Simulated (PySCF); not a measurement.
A structure optimised at B3LYP-D3(BJ)/def2-TZVP, used in a PySCF frequency run:

```xyz
6

Te     0.0312    -0.6303     0.0000
H     -1.6301    -0.7065     0.0000
Si    -0.0041     1.8836     0.0000
H     -0.6773     2.4116     1.2065
H     -0.6773     2.4116    -1.2065
H      1.4194     2.2857     0.0000
```

Task: Write its SMILES, formula and point group.

Result: [SiH3][TeH], H₄SiTe, Cs

Task: What are its rotational constants (standard atomic weights)?

Result: 58.425, 3.0083, 2.9593 GHz
